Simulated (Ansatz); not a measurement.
Consider the silylene formation by 1,1-elimination: `[NH2][GeH2][O][SiH](N)Cl` → `N[Si]Cl` + `[NH2][GeH2][OH]`.

Calculated with Ansatz (gas phase, PBE0-D4/def2-TZVP geometries, no zero-point term in ΔE). CBS: MP2 limit from def2 TZ/QZ plus the TZ coupled-cluster correction, frozen cores. This one scheme is used for every species. Functionals use def2-TZVPP. B3LYP here is the variant with VWN-RPA as its local correlation; programs differ in this. For Ge outer-core shells are correlated without core-valence functions, which leaves a few kJ/mol of doubt a bond. Scalar relativity is left out up to krypton. One conformer a species, not always the lowest.

CCSD(T)/CBS gives +2.78 eV.

(1) Another level gave +2.44 eV. Which?
A. PBE/def2-TZVPP
B. SCS-MP2/def2-TZVPP
C. B3LYP/def2-TZVPP
D. PBE0/def2-TZVPP

Largest T1 diagnostic among the species: 0.013.

Answers

(1) C. B3LYP 2.44, SCS-MP2/def2-TZVPP 2.83, PBE0 2.62, PBE 2.39 eV.

The D4 term adds +0.25 eV with B3LYP and +0.14 eV with PBE0; it sums over pairs of atoms, weighted by their polarisabilities, and B3LYP, whose exchange is more repulsive, gets the larger term. From PBE to PBE0 (25 % exact exchange), in def2-TZVPP and without D4, ΔE moves by +0.23 eV.
